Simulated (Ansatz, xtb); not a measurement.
Molecule: sum formula H$_{4}$B$_{2}$O, net charge 0, singlet state. SMILES: BOB
Geometry from a B3LYP-D3(BJ)/def2-TZVP (Ansatz, a quantum-chemistry and plane-wave program) optimisation:
```xyz
7

O      0.0000     0.0000     0.0000
B     -1.1648    -0.6508     0.0037
H     -1.6766    -0.9097    -1.0426
H     -1.6484    -0.9481     1.0533
B      1.1648     0.6508    -0.0037
H      1.1514     1.8438     0.0183
H      2.1736     0.0140    -0.0289
```
Charge 0, spin multiplicity 1.

Harmonic wavenumbers from GFN2-xTB (xtb, at its own minimum), cm⁻¹: 229, 230, 565, 883, 883, 953, 953, 1004, 1195, 1266, 1651, 2537, 2545, 2550, 2551.

Task: Give the harmonic wavenumbers at B3LYP-D3(BJ)/def2-TZVP (Ansatz, finite differences of forces, unscaled).

Result: 132, 132, 454, 966, 1005, 1005, 1045, 1045, 1248, 1314, 1583, 2562, 2583, 2661, 2662 cm⁻¹. Zero-point energy 29.2 kcal/mol.

Task: From these and the geometry, give the ideal-gas thermochemistry at 298.15 K and 1 atm (rigid rotor, harmonic oscillator).

Result: Point group D2d, rotational symmetry number 4. Rotational constants 114.1, 9.135, 9.135 GHz. S(trans) 37.11, S(rot) 18.30, S(vib) 7.14, S(elec, spin only) 0.00, S 62.5 cal/(mol K). H(298) - H(0) 3.51 kcal/mol; G - E(el) 14.0 kcal/mol.
